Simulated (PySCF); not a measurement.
C₈H₇FO₂.
Geometry (PBE0-D3(BJ)/def2-SVP, Å), atoms numbered from 1 in this order:
```
atom  x, y, z in Å
O1     2.4630   -0.0962   -0.8179
C2     2.3781   -0.1172    0.3785
O3     3.4395   -0.2641    1.1833
C4     1.1059    0.0285    1.1836
C5    -0.1262    0.0783    0.3367
C6    -0.8893    1.2353    0.1730
C7    -2.0239    1.2445   -0.6375
C8    -2.4106    0.0828   -1.3027
C9    -1.6669   -1.0868   -1.1551
C10   -0.5444   -1.0676   -0.3412
F11    0.1674   -2.1860   -0.1860
H12    4.2138   -0.3407    0.6048
H13    1.0745   -0.8081    1.9001
H14    1.2036    0.9428    1.7896
H15   -0.5818    2.1472    0.6918
H16   -2.6052    2.1618   -0.7506
H17   -3.2963    0.0822   -1.9419
H18   -1.9402   -2.0143   -1.6612
```

The closed-shell ground state was solved at several levels (PySCF, density fitting, gas phase, non-relativistic).

```csv
level,basis functions,total energy (Eh),HOMO (eV),LUMO (eV),gap (eV),dipole (D)
PBE0/pcSseg-1,222,-558.7032,-7.18,-0.53,6.65,1.74
B3LYP/pcJ-1,367,-559.3926,-6.93,-0.69,6.24,1.74
```

Problem. Estimate the row for PBE0/def2-SVPD, a basis of 285 functions; the other rows only guide the guess.

Solution. Total energy -558.3855 Eh, HOMO -7.20 eV, LUMO -0.59 eV, gap 6.61 eV, dipole 1.82 D.

Problem. Over all these levels, which gives the widest orbital gap and which the narrowest?

Solution. PBE0/pcSseg-1 (global hybrid, 25 % exact exchange) has the widest, 6.65 eV, and B3LYP/pcJ-1 (global hybrid, 20 % exact exchange) the narrowest, 6.24 eV. Functional and basis both differ between the two, so the spread mixes both effects.

Problem. How far do the dipole and the HOMO energy spread over the levels?

Solution. The dipole runs from 1.74 to 1.82 D (mean 1.77 D) and the HOMO from -7.20 to -6.93 eV.

One conformer stands for the species.
